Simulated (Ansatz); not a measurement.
Cost and result up the ladder for SiH2MeI (CH₅ISi) (8 atoms). The state is a singlet with charge 0. Geometry: r2SCAN-D4/def2-TZVP.

Cartesian coordinates in Å:
```
Si 0.066 0.780 -0.309
H 0.751 0.890 -1.619
H 0.625 1.787 0.625
C 0.189 -0.942 0.387
H 1.240 -1.206 0.539
H -0.255 -1.669 -0.294
H -0.326 -1.011 1.347
I -2.289 1.371 -0.677
```

Ansatz on 4 threads of Intel Xeon on a shared host. Times are rough, and most runs start from the orbitals of an earlier one. r2SCAN0-D4/def2-TZVP serves as the yardstick here, not as an exact answer. Differences are given only for rows in sets of like size (and for xTB, whose basis is part of the method), since another set adds its own error. Binding counts from free atoms at the same level (Si triplet, H doublet, C triplet, I doublet; other spins of the atoms weren't run), without zero-point energy or a counterpoise term.

In the def2 sets I takes a core potential; there is no spin–orbit coupling. B3LYP takes the VWN-RPA correlation. HSE06 is defined as in plane-wave codes, on full-range PBE exchange. Correlated methods freeze 10 core orbitals; core or outer-core shells of I are correlated, in sets that lack core-valence functions.

Correlated methods converge slowly with the basis.

```csv
level,functions,wall time
PBE-D4/def2-SVP,83,0.55 s
PBE-D4/def2-TZVP,148,0.95 s
HF/def2-TZVP,148,1 s
B3LYP-D4/def2-TZVP,148,1.2 s
PBE0-D4/def2-TZVP,148,1.3 s
MP2/def2-TZVP,148,1.4 s
HSE06-D4/def2-TZVP,148,1.5 s
PBE-D4/def2-TZVPD,184,1.6 s
r2SCAN-D4/def2-TZVP,148,1.7 s
PBE0-D4/def2-TZVPD,184,1.8 s
r2SCAN0-D4/def2-TZVP,148,2 s
r2SCANh-D4/def2-TZVP,148,2.1 s
r2SCAN-D4/def2-TZVPD,184,2.3 s
CCSD(T)/def2-TZVPP,193,30 s
```

Question: Estimate what each level gives for the binding energy per atom (eV).

Answer: 
```json
{"level": "PBE-D4/def2-SVP", "binding energy per atom (eV)": "3.33", "difference from r2SCAN0-D4/def2-TZVP (eV)": "–"}
{"level": "PBE-D4/def2-TZVP", "binding energy per atom (eV)": "3.34", "difference from r2SCAN0-D4/def2-TZVP (eV)": "0.02"}
{"level": "HF/def2-TZVP", "binding energy per atom (eV)": "2.55", "difference from r2SCAN0-D4/def2-TZVP (eV)": "-0.77"}
{"level": "B3LYP-D4/def2-TZVP", "binding energy per atom (eV)": "3.32", "difference from r2SCAN0-D4/def2-TZVP (eV)": "0.01"}
{"level": "PBE0-D4/def2-TZVP", "binding energy per atom (eV)": "3.33", "difference from r2SCAN0-D4/def2-TZVP (eV)": "0.01"}
{"level": "MP2/def2-TZVP", "binding energy per atom (eV)": "3.23", "difference from r2SCAN0-D4/def2-TZVP (eV)": "-0.09"}
{"level": "HSE06-D4/def2-TZVP", "binding energy per atom (eV)": "3.33", "difference from r2SCAN0-D4/def2-TZVP (eV)": "0.01"}
{"level": "PBE-D4/def2-TZVPD", "binding energy per atom (eV)": "3.34", "difference from r2SCAN0-D4/def2-TZVP (eV)": "0.02"}
{"level": "r2SCAN-D4/def2-TZVP", "binding energy per atom (eV)": "3.34", "difference from r2SCAN0-D4/def2-TZVP (eV)": "0.02"}
{"level": "PBE0-D4/def2-TZVPD", "binding energy per atom (eV)": "3.33", "difference from r2SCAN0-D4/def2-TZVP (eV)": "0.01"}
{"level": "r2SCAN0-D4/def2-TZVP", "binding energy per atom (eV)": "3.32", "difference from r2SCAN0-D4/def2-TZVP (eV)": "0.00"}
{"level": "r2SCANh-D4/def2-TZVP", "binding energy per atom (eV)": "3.33", "difference from r2SCAN0-D4/def2-TZVP (eV)": "0.01"}
{"level": "r2SCAN-D4/def2-TZVPD", "binding energy per atom (eV)": "3.34", "difference from r2SCAN0-D4/def2-TZVP (eV)": "0.02"}
{"level": "CCSD(T)/def2-TZVPP", "binding energy per atom (eV)": "3.27", "difference from r2SCAN0-D4/def2-TZVP (eV)": "-0.05"}
```
